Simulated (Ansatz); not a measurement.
H$_{8}$OSSi$_{3}$, SMILES `O[Si]([SiH3])([SiH3])S` at its PBE0-D4/def2-TZVP geometry, where that method's forces vanish. Charge 0, multiplicity 1.

```xyz
13

O     1.7918   -0.8919   -0.4511
Si    0.2270   -0.4289   -0.1801
Si   -0.3024   -0.3241    2.1054
Si   -0.0373    1.6104   -1.2915
S    -1.1971   -1.8393   -0.9492
H     2.0344   -1.7828   -0.1891
H    -1.6857    0.1896    2.2884
H     0.6476    0.5872    2.7990
H    -0.2012   -1.6745    2.7260
H     0.0322    1.3842   -2.7615
H     1.0104    2.5898   -0.8984
H    -1.3740    2.1662   -0.9517
H    -0.9456   -1.5859   -2.2461
```

**Question.** What forces (eV/Å) does ωB97M-V/def2-TZVPP give on these atoms in the Gaussian-basis code of Ansatz? (An estimate is asked.)

**Answer.** Ansatz gave: 
```
O1   0.085 -0.076  0.002
Si2 -0.137  0.154  0.065
Si3 -0.008  0.002  0.088
Si4 -0.002  0.069 -0.052
S5   0.009 -0.003 -0.094
H6   0.017  0.028 -0.017
H7   0.151 -0.056 -0.025
H8  -0.106 -0.099 -0.076
H9  -0.012  0.146 -0.074
H10 -0.010  0.020  0.164
H11 -0.117 -0.113 -0.041
H12  0.143 -0.061 -0.033
H13 -0.014 -0.010  0.091
```
